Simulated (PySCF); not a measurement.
F3Sb, SMILES [F][Sb+]([F])[F], charge +1, multiplicity 2. Coordinates come from a PBE-D3(BJ)/def2-SVP optimisation. The def2 effective core potentials stand for the cores of Sb; spin–orbit coupling is left out.

These are PBE-D3(BJ)/def2-SVP run with PySCF 2.14.0 values and carry that method's errors.

Harmonic wavenumbers (cm⁻¹): 146, 146, 162, 606, 628, 628. Rotational constants (GHz): 4.567, 4.567, 2.853; symmetry number 3.

Work out the zero-point energy and the ideal-gas rigid-rotor harmonic-oscillator thermochemistry at 298.15 K and 1 atm.

ZPE = ½ Σ hcν = ½ × 2318 cm⁻¹ = 13.86 kJ/mol. H − E(el) = 30.00 kJ/mol. Entropy in J/(mol K): translation 173.42, rotation 100.04, vibration 38.54, spin 5.76, total 317.77. G − E(el) = -64.74 kJ/mol. Cp = 69.51 J/(mol K). Modes under 150 cm⁻¹ make the vibrational entropy uncertain.
